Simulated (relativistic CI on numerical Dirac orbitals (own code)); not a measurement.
## W16+: sensitivity of the levels to the model

Base calculation: Dirac-Coulomb-Breit CI, separate exchange-only KLI orbitals for each configuration, a model potential for QED, unscaled Slater integrals.

Configurations in the expansion (outside the closed core [Ar] 3d10 4p6): 4s2 4d10 4f11 5s, 4s2 4d10 4f12, 4s2 4d10 4f10 5s2, 4s2 4d10 4f11 5p, 4s2 4d10 4f10 5s 5p, 4s2 4d10 4f11 5f, 4s2 4d9 4f12 5s, 4s2 4d9 4f13, 4s2 4d10 4f10 5s 6s, 4s2 4d10 4f11 6s, 4s2 4d10 4f11 7s, 4s 4d10 4f13, 4d10 4f13 5s. Levels of other configurations are missing.

Variants: (1) only the first 3 configurations. Shifts of the energy above 4s2 4d10 4f11 5s 5I°_8, in cm⁻¹, for the lowest level and the first level of each name with at least 55 % of one term (blank where a level changes its place among those of its configuration and J or its character, or is not in the variant):

```csv
Level,Base,Δ(1)
4s2 4d10 4f11 5s 5I°_8,0.0,0.0
4s2 4d10 4f11 5s 5I°_7,9434.1,+61.3
4s2 4d10 4f10 5s2 5I_8,14027.8,+77.5
4s2 4d10 4f11 5s 5I°_6,19574.3,+11.3
4s2 4d10 4f11 5s 5I°_5,24860.4,+21.1
4s2 4d10 4f11 5s 3I°_7,25376.3,+281.1
4s2 4d10 4f10 5s2 5I_7,28581.3,+69.6
4s2 4d10 4f11 5s 5I°_4,28891.3,+39.6
4s2 4d10 4f11 5s 5F°_5,29344.0,+51.1
4s2 4d10 4f10 5s2 5I_6,37181.0,+64.9
4s2 4d10 4f11 5s 5S°_2,39091.6,+30.3
4s2 4d10 4f10 5s2 5I_5,42172.9,+63.3
4s2 4d10 4f11 5s 5F°_3,46004.5,+25.1
4s2 4d10 4f11 5s 5F°_2,47798.4,+26.7
4s2 4d10 4f10 5s2 5I_4,48319.4,+57.8
4s2 4d10 4f10 5s2 3K_8,54818.5,+47.0
4s2 4d10 4f10 5s2 5F_4,56259.9,+68.9
4s2 4d10 4f11 5s 3K°_8,57099.1,+76.0
4s2 4d10 4f11 5s 3K°_7,60747.5,+117.7
4s2 4d10 4f10 5s2 5F_3,62057.1,+64.7
4s2 4d10 4f10 5s2 5F_1,64975.6,+59.2
4s2 4d10 4f10 5s2 3K_7,67738.0,+40.0
```

At this charge transitions that keep the count of f electrons are usually good to a few per cent. Terms inside the open d or f shell come out 10 to 20 % too wide with unscaled integrals. Levels that differ in their count of f electrons can be misplaced by several ten thousand cm⁻¹, since the correlation energy of f electrons is missing or only estimated; rates across such gaps can be off by orders of magnitude.

Ionisation energy from one configuration of each of the two ions, the ground ones as tabulated or assumed: base 385.747 eV. The NIST ASD value (semi-empirical) is 387.9 ± 1.2 eV.

LS names give the leading component of a level, which can be under half, so a name can repeat, a term be missing and a line seem to break the LS rules.
